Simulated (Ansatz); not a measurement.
C4H6O, singlet, at a GFN2-xTB geometry; R2SCAN/pcseg-1 (Ansatz, a first-principles code).

Here is a job for Ansatz.
Ansatz 0.2 input:
```yaml
crystal:
  periodic: [false, false, false]
  atoms:
    - {symbol: C, position_ang: [-2.22344680, -0.14790875, 0.25551626]}
    - {symbol: C, position_ang: [-1.14701302, 0.17605939, -0.43562393]}
    - {symbol: C, position_ang: [0.11835749, 0.70399150, 0.17323902]}
    - {symbol: C, position_ang: [1.15083496, -0.39313495, 0.21124349]}
    - {symbol: O, position_ang: [2.23254161, -0.34831932, -0.29853100]}
    - {symbol: H, position_ang: [-2.27111448, -0.02801204, 1.32571448]}
    - {symbol: H, position_ang: [-3.10754641, -0.53639681, -0.21975820]}
    - {symbol: H, position_ang: [-1.12034311, 0.04448507, -1.50863593]}
    - {symbol: H, position_ang: [-0.06950129, 1.01711945, 1.20301422]}
    - {symbol: H, position_ang: [0.50723225, 1.54541084, -0.40264339]}
    - {symbol: H, position_ang: [0.80854432, -1.29009517, 0.76430790]}
basis:
  gaussian:
    orbitals: pcseg-1.json
hamiltonian:
  xc: r2scan
```
The basis file holds pcseg-1 in the JSON format of the Basis Set Exchange.

It wrote (shortened):

```
Functional definition: r2SCAN
1132 factors; their error is unknown
mean field evaluation 1: about -6277.6851 eV, gradient 6.1e1 eV
mean field evaluation 2: about -6271.3587 eV, gradient 8.3e1 eV
mean field evaluation 4: about -6286.7449 eV, gradient 4.0e0 eV
mean field evaluation 8: about -6286.7832 eV, gradient 2.4e-1 eV
mean field evaluation 16: about -6286.6977 eV, gradient 1.4e-4 eV
mean field -6286.69770924 eV, -231.0318795378 hartree, gradient 2.4e-5 eV, S^2 0.000000; 0 other end points of the search recorded, 0 dependent functions left out
reference -6286.69771895 eV, -231.0318798947 hartree; 19, 19 occupied and 81, 81 virtual orbitals, 1132 factors
Total energy: -6286.69771895 eV, -231.0318798947 hartree
```
